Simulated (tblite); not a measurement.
C₉H₉ (doublet state).
SMILES with atom numbers: `[CH:1]#[C:2][C:3](=[C:4]\[CH:5]=[CH2:6])/[CH:7]=[CH:8]\[CH3:9]` (hydrogens: H10 on C1; H11 on C5; H12, H13 on C6; H14 on C7; H15 on C8; H16, H17, H18 on C9)

Computed geometry: GFN2-xTB, gas phase. This method treats the open shell by occupation alone, without spin polarisation.

Problem. What internal coordinates does the optimisation give?

Solution. 
```json
{"bond": "C1≡C2", "length (Å)": "1.200", "order": "triple"}
{"bond": "C2–C3", "length (Å)": "1.429", "order": "single"}
{"bond": "C3=C4", "length (Å)": "1.312", "order": "double"}
{"bond": "C4–C5", "length (Å)": "1.347", "order": "single"}
{"bond": "C5=C6", "length (Å)": "1.373", "order": "double"}
{"bond": "C3–C7", "length (Å)": "1.463", "order": "single"}
{"bond": "C7=C8", "length (Å)": "1.332", "order": "double"}
{"bond": "C8–C9", "length (Å)": "1.490", "order": "single"}
{"bond": "C1–H10", "length (Å)": "1.049", "order": "single"}
{"bond": "C5–H11", "length (Å)": "1.087", "order": "single"}
{"bond": "C6–H12", "length (Å)": "1.074", "order": "single"}
{"bond": "C6–H13", "length (Å)": "1.076", "order": "single"}
{"bond": "C7–H14", "length (Å)": "1.082", "order": "single"}
{"bond": "C8–H15", "length (Å)": "1.082", "order": "single"}
{"bond": "C9–H16, C9–H17, C9–H18", "length (Å)": "1.090", "order": "single"}
```

Bonds in one row agree within 0.01 Å and their mean is given. Orders are formal, as drawn. A selection of angles:
```json
{"angle": "C1–C2–C3", "degrees": "179.7"}
{"angle": "C2–C3–C4", "degrees": "117.9"}
{"angle": "C2–C3–C7", "degrees": "115.5"}
{"angle": "C4–C3–C7", "degrees": "126.6"}
{"angle": "C3–C4–C5", "degrees": "170.9"}
{"angle": "C4–C5–C6", "degrees": "125.3"}
{"angle": "C3–C7–C8", "degrees": "125.7"}
{"angle": "C7–C8–C9", "degrees": "125.1"}
```

Dihedral angles: C2–C3–C7–C8 169° (antiperiplanar); C3–C7–C8–C9 0° (synperiplanar). The mirror-image conformer, all signs reversed, is as good.

The 8 C–C bonds span 1.200 Å (C1≡C2, drawn triple in a drawing that doesn't fit all lengths) to 1.490 Å (C8–C9, drawn single in a drawing that doesn't fit all lengths), a spread of 0.290 Å. C7 (carbon bonded to 2 C and H) is planar (angles 125.7°, 120.0° and 114.3°, sum 360.0°, 0.01 Å off the plane of its three neighbours). C8 (carbon bonded to 2 C and H) is planar (angles 125.1°, 118.4° and 116.4°, sum 360.0°, 0.00 Å off the plane of its three neighbours). Of the pairs four or more bonds apart, C4···H17 is among the closest relative to their van der Waals radii: 2.40 Å, 83 % of the sum of Bondi's values. C6 (carbon bonded to C and 2 H) is planar (angles 121.2°, 121.0° and 117.8°, sum 360.0°, 0.00 Å off the plane of its three neighbours). C3 (carbon bonded to 3 C) is planar (angles 126.6°, 117.9° and 115.5°, sum 360.0°, 0.00 Å off the plane of its three neighbours). C5 (carbon bonded to 2 C and H) is planar (angles 125.3°, 118.2° and 116.4°, sum 360.0°, 0.01 Å off the plane of its three neighbours).

Point group: C1 (no symmetry element, even within 0.4 Å). Its GFN2-xTB frequencies are all real (lowest 38 cm⁻¹). 2 starts were optimised and ended at 0.00 and 0.02 kcal/mol (GFN2-xTB); the lowest of these is shown.
